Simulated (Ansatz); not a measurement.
`C[O][Sc]([Cl])[Cl]` and `[NH2][Sc]([Cl])[Cl]` differ in one atom or group.

Ansatz, PBE0-D4/def2-TZVP geometries, multiplicity 1. Each molecule was computed in one conformer, which needn't be the lowest.

Scalar relativity is left out up to krypton.

```csv
property,`C[O][Sc]([Cl])[Cl]`
LUMO energy (PBE/def2-TZVPP) / eV,-3.44
size of the dipole moment (B3LYP/def2-TZVPP) / D,3.39
LUMO energy (B3LYP/def2-TZVPP) / eV,-2.89
HOMO energy (PBE/def2-TZVPP) / eV,-7.13
LUMO energy (ωB97M-V/def2-TZVPP) / eV,-0.83
HOMO–LUMO gap (B3LYP/def2-TZVPP) / eV,5.43
```

(1) What does the change do to each property? (Best estimate.)

Results:

(1) Computed: 
```csv
property,`[NH2][Sc]([Cl])[Cl]`,shift
LUMO energy (PBE/def2-TZVPP) / eV,-3.34,0.10
size of the dipole moment (B3LYP/def2-TZVPP) / D,2.75,-0.64
LUMO energy (B3LYP/def2-TZVPP) / eV,-2.78,0.11
HOMO energy (PBE/def2-TZVPP) / eV,-6.73,0.40
LUMO energy (ωB97M-V/def2-TZVPP) / eV,-0.72,0.11
HOMO–LUMO gap (B3LYP/def2-TZVPP) / eV,5.06,-0.37
```

With PBE0 the HOMO rises by 0.50 eV and the LUMO rises by 0.10 eV, so the gap narrows by about 0.40 eV. PBE moves the HOMO by 0.40 eV and ωB97M-V by 0.38 eV. Dipoles are sizes alone; their direction can turn.

B3LYP here is the variant with VWN-RPA as its local correlation; programs differ in this.
